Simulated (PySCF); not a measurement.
Computed IR spectrum (relative IR intensity) of a molecule C3H7NOSi. The structure is a stationary point at B3LYP-D3(BJ)/def2-SVP. Other conformers were not sampled. Computed with B3LYP-D3(BJ)/def2-SVP in PySCF 2.14.0. Frequencies are harmonic and unscaled.

ν (cm⁻¹): 288 (m), 398 (vw), 470 (w), 686 (m), 738 (m), 761 (vw), 780 (vw), 879 (m), 900 (m), 917 (m), 1006 (s), 1017 (m), 1080 (w), 1164 (m), 1237 (vw), 1293 (vs), 1315 (m), 1398 (w), 1442 (vw), 1488 (vw), 1727 (m), 2202 (s), 2251 (s), 2932 (m), 2992 (m), 3170 (w), 3194 (w), 3621 (w) (against the strongest line: vs over 80 %, s over 45 %, m over 15 %, w over 4 %, vw less)

Problem. Which molecule gave these data?
(A) COC1=N[SiH2]C1
(B) C1=CO[SiH2]NC1
(C) C=C/N=C/O[SiH3]
(D) C#C[Si@@](C)(N)O

Solution. B, C1=CO[SiH2]NC1
